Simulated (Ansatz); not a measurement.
The same hydrogen abstraction along the group O, S, Te.

Gas-phase electronic energies from Ansatz, PBE0-D4/def2-TZVP geometries. CCSD(T)/CBS adds triple-zeta CCSD(T) − MP2 to the extrapolated MP2 energy (def2 sets, frozen cores). This one scheme is used for every species. DFT in def2-TZVPP. No spin–orbit coupling; open shells (•) take unrestricted orbitals. Elements past krypton have def2 core potentials. For Te outer-core shells are correlated without core-valence functions, which leaves a few kJ/mol of doubt a bond.

```json
{"reaction": "dimethyl ether + `[SiH3]`• → `[CH2]OC`• + SiH₄", "CCSD(T)/CBS(def2) (kcal/mol)": "?"}
{"reaction": "`CSC` + `[SiH3]`• → `[CH2]SC`• + SiH₄", "CCSD(T)/CBS(def2) (kcal/mol)": "4.5"}
{"reaction": "dimethyl telluride + `[SiH3]`• → `[CH2][Te]C`• + SiH₄", "CCSD(T)/CBS(def2) (kcal/mol)": "7.9"}
```

Task: Fill in the missing values. (An estimate is asked.)

Result: Computed: dimethyl ether + `[SiH3]`• → `[CH2]OC`• + SiH₄: +6.7 kcal/mol.

Largest T1 diagnostic: 0.019, for `[CH2][Te]C`•.
